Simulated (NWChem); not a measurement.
The numbers come from NWChem runs, not from measurements. System: ClPb (+1), charge 1, spin multiplicity 1, at a geometry optimised with PBE0/def2-SVP with def2 effective core potentials on Pb. The structure started from a generated list of species. Level: EOM-CCSD/def2-SVPD with def2 effective core potentials on Pb, 9 core orbitals frozen.

Input file:

```
start mol
memory heap 100 mb stack 700 mb global 1900 mb
charge 1
geometry units angstroms nocenter noautoz
  Pb     0.000000     0.000000    -0.410270
  Cl     0.000000     0.000000     1.978949
  symmetry group C2v
end
basis spherical
  * library def2-svpd
end
ecp
  Pb library def2-ecp
end
scf
  rhf
  nopen 0
  maxiter 100
  thresh 1e-7
  semidirect memsize 60000000 filesize 0
end
tce
  freeze core 9
  ccsd
  nroots 1
  2eorb
  2emet 13
  thresh 1e-5
  maxiter 200
  tilesize 24
end
task tce energy
```

Output (cleaned and shortened):

```
             Northwest Computational Chemistry Package (NWChem) 7.3.0
             --------------------------------------------------------

                                NWChem Input Module
                                -------------------

 Scaling coordinates for geometry "geometry" by  1.889725989
 (inverse scale =  0.529177249)

 Turning off AUTOSYM since
 SYMMETRY directive was detected!

                             Geometry "geometry" -> ""
                             -------------------------

 Output coordinates in angstroms (scale by  1.889725989 to convert to a.u.)

  No.       Tag          Charge          X              Y              Z
 ---- ---------------- ---------- -------------- -------------- --------------
    1 Pb                  82.0000     0.00000000     0.00000000    -0.41027000
    2 Cl                  17.0000     0.00000000     0.00000000     1.97894900

 Effective nuclear repulsion energy (a.u.)     308.7507194215

            Nuclear Dipole moment (a.u.)
            ----------------------------
        X                 Y               Z
 ---------------- ---------------- ----------------
     0.0000000000     0.0000000000    -0.0000132281

      Symmetry information
      --------------------

 Group name             C2v
 Group number             16
 Group order               4
 No. of unique centers     2

      Symmetry unique atoms

     1    2


 Summary of "ao basis" -> "" (spherical)
 ------------------------------------------------------------------------------
       Tag                 Description            Shells   Functions and Types
 ---------------- ------------------------------  ------  ---------------------
 *                         def2-svpd                  on all atoms

 Summary of "ao basis" -> "ao basis" (spherical)
 ------------------------------------------------------------------------------
       Tag                 Description            Shells   Functions and Types
 ---------------- ------------------------------  ------  ---------------------
 Pb                        def2-svpd                12       32   5s4p3d
 Cl                        def2-svpd                11       27   5s4p2d

                                 NWChem SCF Module
                                 -----------------

  ao basis        = "ao basis"
  functions       =    59
  atoms           =     2
  closed shells   =    19
  open shells     =     0
  charge          =   1.00
  wavefunction    = RHF
  use symmetry    = T
  symmetry adapt  = T

 Summary of "ao basis" -> "ao basis" (spherical)
 ------------------------------------------------------------------------------
       Tag                 Description            Shells   Functions and Types
 ---------------- ------------------------------  ------  ---------------------
 Pb                        def2-svpd                12       32   5s4p3d
 Cl                        def2-svpd                11       27   5s4p2d

      Symmetry analysis of basis
      --------------------------

        a1         28
        a2          5
        b1         13
        b2         13

 Forming initial guess at       0.1s

      Superposition of Atomic Density Guess
      -------------------------------------

 Sum of atomic energies:        -678.68943164

 Renormalizing density from      39.00 to     38

      Non-variational initial energy
      ------------------------------

 Total energy =    -642.359212
 1-e energy   =   -1106.631441
 2-e energy   =     381.436670
[...]
 EOM-CCSD right-hand side iterations
 --------------------------------------------------------------
      Residuum       Omega / hartree  Omega / eV    Cpu    Wall
 --------------------------------------------------------------

 Iteration   1 using    2 trial vectors
   0.4865900309139   0.2934029484552    7.98390     0.7     0.7

 Iteration   2 using    3 trial vectors
   0.0954637910984   0.1784429305247    4.85568     0.3     0.3

 Iteration   3 using    4 trial vectors
   0.0296315705177   0.1736124057158    4.72424     0.3     0.3

 Iteration   4 using    5 trial vectors
   0.0097743270813   0.1728811928105    4.70434     0.3     0.3

 Iteration   5 using    6 trial vectors
   0.0026826337783   0.1726945371214    4.69926     0.3     0.3

 Iteration   6 using    7 trial vectors
   0.0008053826077   0.1726643404347    4.69844     0.3     0.3

 Iteration   7 using    8 trial vectors
   0.0002761453783   0.1726670229092    4.69851     0.3     0.3

 Iteration   8 using    9 trial vectors
   0.0001030035783   0.1726667391808    4.69850     0.3     0.3

 Iteration   9 using   10 trial vectors
   0.0000311494532   0.1726664800333    4.69850     0.3     0.3

 Iteration  10 using   11 trial vectors
   0.0000083935072   0.1726661503627    4.69849     0.3     0.3
 --------------------------------------------------------------
 Iterations converged
 ------------------

 Excited state root  1
 Excitation energy / hartree =        0.172666150362690
                   / eV      =        4.698487010581307
 largest EOMCCSD amplitudes: R1 and R2

 Singles contributions
    21b1  (alpha) ---    17b2  (alpha)        0.6452610472
    20b2  (alpha) ---    18b1  (alpha)       -0.6452610472

 Doubles contributions

 =========================================
 Excited-state calculation ( b1  symmetry)
 =========================================
 Dim. of EOMCC iter. space      500

 EOMCCSD SOLVER TYPE  1
  maxdiff =   0.41299373756478108

 No. of initial right vectors    1

 EOM-CCSD right-hand side iterations
 --------------------------------------------------------------
      Residuum       Omega / hartree  Omega / eV    Cpu    Wall
 --------------------------------------------------------------

 Iteration   1 using    1 trial vectors
   0.4559621625700   0.2732767620966    7.43624     0.4     0.4

 Iteration   2 using    2 trial vectors
   0.1051474640797   0.1839315911147    5.00504     0.3     0.3

 Iteration   3 using    3 trial vectors
   0.0419275734468   0.1782002163594    4.84908     0.3     0.3

 Iteration   4 using    4 trial vectors
   0.0182262566668   0.1768521772690    4.81239     0.3     0.3

 Iteration   5 using    5 trial vectors
   0.0071021318202   0.1764727338185    4.80207     0.3     0.3

 Iteration   6 using    6 trial vectors
   0.0030953351516   0.1764116227075    4.80041     0.3     0.3

 Iteration   7 using    7 trial vectors
   0.0018465085680   0.1764140762863    4.80047     0.3     0.3

 Iteration   8 using    8 trial vectors
   0.0012310404509   0.1764252535610    4.80078     0.3     0.3

 Iteration   9 using    9 trial vectors
   0.0007757545153   0.1764253397553    4.80078     0.3     0.3

 Iteration  10 using   10 trial vectors
   0.0003775114452   0.1764202552739    4.80064     0.3     0.3

 Iteration  11 using   11 trial vectors
   0.0001342425424   0.1764188761972    4.80060     0.3     0.3

 Iteration  12 using   12 trial vectors
   0.0000440811664   0.1764181376716    4.80058     0.3     0.3

 Iteration  13 using   13 trial vectors
   0.0000155032302   0.1764181052490    4.80058     0.3     0.3

 Iteration  14 using   14 trial vectors
   0.0000059704638   0.1764180971480    4.80058     0.3     0.3
 --------------------------------------------------------------
 Iterations converged
 ------------------

 Excited state root  1
 Excitation energy / hartree =        0.176418097148035
                   / eV      =        4.800582720703457
 largest EOMCCSD amplitudes: R1 and R2

 Singles contributions
    21b1  (alpha) ---    19a1  (alpha)        0.9140330198

 Doubles contributions

 =========================================
 Excited-state calculation ( b2  symmetry)
 =========================================
 Dim. of EOMCC iter. space      500

 EOMCCSD SOLVER TYPE  1
  maxdiff =   0.41299373756477664

 No. of initial right vectors    1

 EOM-CCSD right-hand side iterations
 --------------------------------------------------------------
      Residuum       Omega / hartree  Omega / eV    Cpu    Wall
 --------------------------------------------------------------

 Iteration   1 using    1 trial vectors
   0.4559621625700   0.2732767620966    7.43624     0.4     0.4

 Iteration   2 using    2 trial vectors
   0.1051474640797   0.1839315911147    5.00504     0.3     0.3

 Iteration   3 using    3 trial vectors
   0.0419275734468   0.1782002163594    4.84908     0.3     0.3

 Iteration   4 using    4 trial vectors
   0.0182262566668   0.1768521772690    4.81239     0.3     0.3

 Iteration   5 using    5 trial vectors
   0.0071021318202   0.1764727338185    4.80207     0.3     0.3

 Iteration   6 using    6 trial vectors
   0.0030953351516   0.1764116227075    4.80041     0.3     0.3

 Iteration   7 using    7 trial vectors
   0.0018465085680   0.1764140762863    4.80047     0.3     0.3

 Iteration   8 using    8 trial vectors
   0.0012310404509   0.1764252535610    4.80078     0.3     0.3

 Iteration   9 using    9 trial vectors
   0.0007757545153   0.1764253397553    4.80078     0.3     0.3

 Iteration  10 using   10 trial vectors
   0.0003775114452   0.1764202552739    4.80064     0.3     0.3

 Iteration  11 using   11 trial vectors
   0.0001342425424   0.1764188761972    4.80060     0.3     0.3

 Iteration  12 using   12 trial vectors
   0.0000440811664   0.1764181376717    4.80058     0.3     0.3

 Iteration  13 using   13 trial vectors
   0.0000155032302   0.1764181052490    4.80058     0.3     0.3

 Iteration  14 using   14 trial vectors
   0.0000059704638   0.1764180971480    4.80058     0.3     0.3
 --------------------------------------------------------------
 Iterations converged
 ------------------

 Excited state root  1
 Excitation energy / hartree =        0.176418097148035
                   / eV      =        4.800582720703471
 largest EOMCCSD amplitudes: R1 and R2

 Singles contributions
    20b2  (alpha) ---    19a1  (alpha)        0.9140330198

 Doubles contributions

 Task  times  cpu:       21.6s     wall:       21.6s

 Total times  cpu:       21.7s     wall:       21.7s
```
